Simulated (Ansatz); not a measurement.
One change: `F[Si](F)([SiH3])Cl` becomes `F[Si](F)(Cl)Cl`.

Ansatz, PBE0-D4/def2-TZVP geometries, multiplicity 1. 

```tsv
property	`F[Si](F)([SiH3])Cl`
HOMO energy (ωB97M-V/def2-TZVPP) / eV	-11.07
size of the dipole moment (ωB97M-V/def2-TZVPP) / D	1.89
zero-point energy (PBE0-D4/def2-TZVP) / kJ/mol	86.8
HOMO–LUMO gap (ωB97M-V/def2-TZVPP) / eV	12.50
LUMO energy (ωB97M-V/def2-TZVPP) / eV	1.43
ideal-gas entropy at 298 K and 1 bar (rigid rotor, harmonic PBE0-D4/def2-TZVP) / J/(mol·K)	362
```

Q: Give the same properties after the change, and the shifts. (Estimate.)

A: Computed: 
```csv
property,`F[Si](F)(Cl)Cl`,shift
HOMO energy (ωB97M-V/def2-TZVPP) / eV,-12.17,-1.10
size of the dipole moment (ωB97M-V/def2-TZVPP) / D,0.68,-1.21
zero-point energy (PBE0-D4/def2-TZVP) / kJ/mol,26.2,-60.6
HOMO–LUMO gap (ωB97M-V/def2-TZVPP) / eV,14.34,1.84
LUMO energy (ωB97M-V/def2-TZVPP) / eV,2.17,0.74
"ideal-gas entropy at 298 K and 1 bar (rigid rotor, harmonic PBE0-D4/def2-TZVP) / J/(mol·K)",323,-39
```

With PBE0 the HOMO falls by 0.91 eV and the LUMO rises by 0.55 eV, so the gap widens by about 1.46 eV. PBE moves the HOMO by -0.70 eV and ωB97M-V by -1.10 eV. The zero-point energy changes by -60.6 kJ/mol with -9 modes. Dipoles are sizes alone; their direction can turn.
